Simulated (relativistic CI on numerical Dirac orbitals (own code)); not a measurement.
**How well does a small relativistic CI reproduce Sm II?**

Computed by Dirac-Coulomb-Breit CI, orbitals from a KLI potential per configuration, QED by a radiative potential, valence Slater integrals scaled by 0.85, configuration energies shifted to the measured levels that pair with them (semi-empirical) (own radial code, finite nucleus).

CI space (outside the closed core [Xe]): 4f6 6s, 4f6 5d, 4f6 6p, 4f5 6s2, 4f7, 4f6 7s, 4f4 6s2 5d, 4f4 6s2 6f, 4f5 6s 8s, 4f5 7s2. The list is cut by size and lacks configurations that can hold low levels.

```
Configuration  Term (tabulated)     J  Measured (cm⁻¹)  Computed  Error  Purity (%)
       4f6 6s                8F   1/2              0.0         0      0          94
       4f6 6s                8F   3/2            326.6       342     15          94
       4f6 6s                8F   5/2            838.2       870     32          95
       4f6 6s                8F   7/2           1489.2      1538     49          96
       4f6 6s                6F   1/2           1518.3      2264    745          94
       4f6 6s                6F   3/2           2003.2      2762    758          95
       4f6 6s                8F   9/2           2238.0      2303     65          97
       4f6 6s                6F   5/2           2688.7      3470    782          96
       4f6 6s                8F  11/2           3052.7      3134     81          97
       4f6 6s                6F   7/2           3499.1      4310    811          96
       4f6 6s                8F  13/2           3909.6      4005     95          96
       4f6 6s                6F   9/2           4386.0      5228    842          96
       4f6 6s                6F  11/2           5317.6      6188    871          96
       4f6 5d                8H   3/2           7135.1      7157     22          95
       4f6 5d                8H   5/2           7524.9      7525      0          96
       4f6 5d                8H   7/2           8046.0      8017    -29          96
       4f6 5d                8D   3/2           8578.7      9119    540          79
       4f6 5d                8H   9/2           8679.2      8616    -63          97
       4f6 5d                8H  11/2           9406.6      9303   -103          97
       4f6 5d                8D   5/2           9410.0      9652    242          85
       4f6 5d                8D   7/2          10180.7     10308    127          87
       4f6 5d                8H  13/2          10214.4     10063   -152          97
       4f6 5d                8D   9/2          10960.2     11091    131          88
       4f6 5d                8H  15/2          11094.1     10882   -212          97
       4f6 5d                8D  11/2          11791.0     11985    194          91
       4f6 5d                8H  17/2          12045.1     11753   -292          97
```

Measured levels from NIST Handbook of Basic Atomic Spectroscopic Data (Sansonetti and Martin, J. Phys. Chem. Ref. Data 34, 1559 (2005)); pairs were made by configuration, J and term (by order where the table uses no LS term), so strongly mixed levels may be paired wrongly.

Mean error by configuration (cm⁻¹): 4f6 6s 429; 4f6 5d 31. Over the excited levels the mean absolute error is 290 cm⁻¹ (25 of the 37 excited levels that our extract of the source holds in range could be paired, and the others can miss by more), and the median relative error of those above 1,000 cm⁻¹ is 2.4 %, both after the shifts were fitted to these levels, so that a configuration with one level shows no error.

Configurations whose levels could be paired with our table of measured levels were shifted onto them, all but the ground configuration, by the median error of their levels; single terms can still be off by 1,000 to 2,000 cm⁻¹ or more, and rates follow the energies as ν³ (E1, M1) or ν⁵ (E2). The others borrow a shift and can be off by several thousand cm⁻¹ or more. The fine structure of a lone outer electron comes out too small, for d and f at times inverted, and misplaced configurations move strength between like terms. 25 of the 37 excited levels that our extract of the measured tables holds in this range could be paired (the sources list more); they are missed by 290 cm⁻¹ on average and 871 at most, after the shifts were fitted to these levels, and levels without a partner can miss by more.

Shifts applied (cm⁻¹): 4f6 6s 0; 4f6 5d 2638.
